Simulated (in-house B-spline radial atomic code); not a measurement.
Configurations of Ca6+, with energies counted from [Ne] 3s2 3p2. Level of theory: non-relativistic BHandHLYP, spin-polarised, spherical fractional occupations, exact exchange averaged over the configuration, point nucleus; calculated with an all-electron radial atomic-structure program (B-spline basis). Shells without spins written out take the highest spin.

Occupations are held fixed; configurations that lie above the ionisation limit could autoionise.

| configuration | E - E(ref) (eV) | highest orbital | its <r> (bohr) |
| --- | --- | --- | --- |
| [Ne] 3s1 3p3 | 13.448 | 3p up | 1.079 |
| [Ne] 3s1 3p2 3d1 | 45.013 | 3d up | 1.107 |
| [Ne] 3s2 3p1 4d1 | 78.123 | 4d up | 2.513 |
| [Ne] 3s2 3p1 4f1 | 83.574 | 4f up | 2.389 |
| [Ne] 3s1 3p2 4d1 | 93.329 | 4d up | 2.514 |

(1) Order these further configurations by energy, lowest first.
A. [Ne] 3s2 3p1 3d1
B. [He] 2s2 2p5 3s2 3p2 4s1
C. [He] 2s2 2p5 3s2 3p2 4f1
D. [Ne] 3s1 3p2 4f1
E. [He] 2s2 2p5 3s2 3p3

Results:

(1) A (31.573 eV), D (98.719 eV), E (335.5 eV), B (402.19 eV), C (426.36 eV).
